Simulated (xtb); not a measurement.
xtb input (GFN1-xTB):

```bash
xtb mol.xyz --gfn 1 --sp --chrg -1 --uhf 0
```
mol.xyz:
```
5

O     -0.70516248     1.05974816     0.69267031
S     -0.21511950     0.12540794    -0.34756975
O     -0.57881428    -1.28730680    -0.03594531
O      1.51914646     0.05716093    -0.04023071
H      1.56055445    -0.64334528     0.62916180
```

Output:

```
           -------------------------------------------------
          |                Calculation Setup                |
           -------------------------------------------------

           -------------------------------------------------
          |                 G F N 1 - x T B                 |
           -------------------------------------------------

        Reference                      10.1021/acs.jctc.7b00118
      * Hamiltonian:
        H0-scaling (s, p, d)           1.850000    2.250000    2.000000
        zeta-weighting                 0.000000
      * Dispersion:
        s8                             2.400000
        a1                             0.630000
        a2                             5.000000
        s9                             0.000000
      * Repulsion:
        kExp                           1.500000
        rExp                           1.000000
      * Coulomb:
        alpha                          2.000000
        third order                    atomic
        anisotropic                    false
      * Halogen bond correction:
        rad-scale                      1.300000
        damping                        0.440000

          ...................................................
          :                      SETUP                      :
          :.................................................:
          :  # basis functions                  24          :
          :  # atomic orbitals                  23          :
          :  # shells                           11          :
          :  # electrons                        26          :
          :  # halogen bonds                     0          :
          :  max. iterations                   250          :
          :  Hamiltonian                  GFN1-xTB          :
          :  restarted?                      false          :
          :  GBSA solvation                  false          :
          :  PC potential                    false          :
          :  electronic temp.          300.0000000     K    :
          :  accuracy                    1.0000000          :
          :  -> integral cutoff          0.2500000E+02      :
          :  -> integral neglect         0.1000000E-07      :
          :  -> SCF convergence          0.1000000E-05 Eh   :
          :  -> wf. convergence          0.2000000E-04 e    :
          :  Broyden damping             0.4000000          :
          :  net charge                         -1          :
          :  unpaired electrons                  0          :
          ...................................................

 iter      E             dE          RMSdq      gap      omega  full diag
   1    -18.5638416 -0.185638E+02  0.793E+00    6.41       0.0  T
   2    -18.5585288  0.531288E-02  0.407E+00    5.57       1.0  T
   3    -18.4544786  0.104050E+00  0.419E+00    6.90       1.0  T
   4    -18.5898862 -0.135408E+00  0.263E-01    6.08       1.0  T
   5    -18.5907190 -0.832762E-03  0.539E-02    6.00       1.0  T
   6    -18.5907026  0.163878E-04  0.428E-02    6.02       1.0  T
   7    -18.5907197 -0.171282E-04  0.177E-02    6.01       2.5  T
   8    -18.5907232 -0.349930E-05  0.195E-03    6.01      22.9  T
   9    -18.5907233 -0.419512E-07  0.417E-05    6.01    1072.3  T
  10    -18.5907233 -0.176712E-10  0.575E-06    6.01    7773.9  T

   *** convergence criteria satisfied after 10 iterations ***

         #    Occupation            Energy/Eh            Energy/eV
      -------------------------------------------------------------
         1        2.0000           -0.7329656             -19.9450
       ...           ...                  ...                  ...
         7        2.0000           -0.3471493              -9.4464
         8        2.0000           -0.3311195              -9.0102
         9        2.0000           -0.2896096              -7.8807
        10        2.0000           -0.2668106              -7.2603
        11        2.0000           -0.2609815              -7.1017
        12        2.0000           -0.2507191              -6.8224
        13        2.0000           -0.2143531              -5.8328 (HOMO)
        14                          0.0063981               0.1741 (LUMO)
        15                          0.0633971               1.7251
        16                          0.1060605               2.8861
        17                          0.1441652               3.9229
        18                          0.2284111               6.2154
       ...                                ...                  ...
        23                          1.1939632              32.4894
      -------------------------------------------------------------
                  HL-Gap            0.2207511 Eh            6.0069 eV
             Fermi-level           -0.1039775 Eh           -2.8294 eV

 SCC (total)                   0 d,  0 h,  0 min,  0.005 sec
 SCC setup                      ...        0 min,  0.000 sec (  2.425%)
 Dispersion                     ...        0 min,  0.000 sec (  1.043%)
 classical contributions        ...        0 min,  0.000 sec (  0.647%)
 integral evaluation            ...        0 min,  0.001 sec ( 21.994%)
 iterations                     ...        0 min,  0.002 sec ( 35.857%)
 molecular gradient             ...        0 min,  0.002 sec ( 34.674%)
 printout                       ...        0 min,  0.000 sec (  3.124%)

         :::::::::::::::::::::::::::::::::::::::::::::::::::::
         ::                     SUMMARY                     ::
         :::::::::::::::::::::::::::::::::::::::::::::::::::::
         :: total energy             -18.535571513313 Eh    ::
         :: gradient norm              0.025138348401 Eh/a0 ::
         :: HOMO-LUMO gap              6.006944464453 eV    ::
         ::.................................................::
         :: SCC energy               -18.590723279331 Eh    ::
         :: -> electrostatic           0.263290383173 Eh    ::
         :: repulsion energy           0.056295155722 Eh    ::
         :: dispersion energy         -0.001143389703 Eh    ::
         :: halogen bond corr.         0.000000000000 Eh    ::
         :: add. restraining           0.000000000000 Eh    ::
         :: total charge              -1.000000000000 e     ::
         :::::::::::::::::::::::::::::::::::::::::::::::::::::

           -------------------------------------------------
          |                Property Printout                |
           -------------------------------------------------

    * Orbital Energies and Occupations

         #    Occupation            Energy/Eh            Energy/eV
      -------------------------------------------------------------
         1        2.0000           -0.7329656             -19.9450
         2        2.0000           -0.5422452             -14.7552
         3        2.0000           -0.5334416             -14.5157
         4        2.0000           -0.4764538             -12.9650
         5        2.0000           -0.3886372             -10.5754
         6        2.0000           -0.3658743              -9.9559
         7        2.0000           -0.3471493              -9.4464
         8        2.0000           -0.3311195              -9.0102
         9        2.0000           -0.2896096              -7.8807
        10        2.0000           -0.2668106              -7.2603
        11        2.0000           -0.2609815              -7.1017
        12        2.0000           -0.2507191              -6.8224
        13        2.0000           -0.2143531              -5.8328 (HOMO)
        14                          0.0063981               0.1741 (LUMO)
        15                          0.0633971               1.7251
        16                          0.1060605               2.8861
Note: The following floating-point exceptions are signalling: IEEE_DENORMAL
normal termination of xtb
        17                          0.1441652               3.9229
        18                          0.2284111               6.2154
        19                          0.2515741               6.8457
        20                          0.2802375               7.6256
        21                          0.5824551              15.8494
        22                          0.7699567              20.9516
        23                          1.1939632              32.4894
      -------------------------------------------------------------
                  HL-Gap            0.2207511 Eh            6.0069 eV
             Fermi-level           -0.1039775 Eh           -2.8294 eV

  Mulliken/CM5 charges         n(s)   n(p)   n(d)
     1O    -0.56521 -0.60554   1.746  4.819  0.000
     2S     0.46323  0.55061   1.835  2.921  0.781
     3O    -0.58616 -0.62954   1.750  4.836  0.000
     4O    -0.62165 -0.80407   1.744  4.877  0.000
     5H     0.30979  0.48855   0.690  0.000  0.000

Wiberg/Mayer (AO) data.
largest (>0.10) Wiberg bond orders for each atom

 ---------------------------------------------------------------------------
     #   Z sym  total        # sym  WBO       # sym  WBO       # sym  WBO
 ---------------------------------------------------------------------------
     1   8 O    1.936 --     2 S    1.734     3 O    0.121
     2  16 S    4.309 --     1 O    1.734     3 O    1.693     4 O    0.873
     3   8 O    1.907 --     2 S    1.693     1 O    0.121
     4   8 O    1.917 --     5 H    0.896     2 S    0.873
     5   1 H    0.934 --     4 O    0.896
 ---------------------------------------------------------------------------

Topologies differ in total number of bonds
Writing topology from bond orders to xtbtopo.mol

 dipole moment from electron density (au)
     X       Y       Z
   0.4223  -0.2135  -0.4561  total (Debye):    1.670

           -------------------------------------------------
          | TOTAL ENERGY              -18.535571513313 Eh   |
          | GRADIENT NORM               0.025138348401 Eh/α |
          | HOMO-LUMO GAP               6.006944464453 eV   |
           -------------------------------------------------

------------------------------------------------------------------------
------------------------------------------------------------------------
 total:
 SCF:
```

It need not be the lowest isomer of its formula.
